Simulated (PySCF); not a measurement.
A structure optimised at PBE-D3(BJ)/def2-SVP, used in a PySCF frequency run:

```
N
C 1 1.2289
O 2 1.1798 1 174.22
In 1 2.0362 2 131.85 3 180.00
F 4 1.9564 1 119.26 2 180.00
F 4 1.9628 5 117.76 1 180.00
```

Q: Write its SMILES, formula and point group.

A: O=C=[N][In]([F])[F], CF2InNO, Cs

Q: What are its rotational constants (standard atomic weights)?

A: 4.6702, 1.1763, 0.93966 GHz
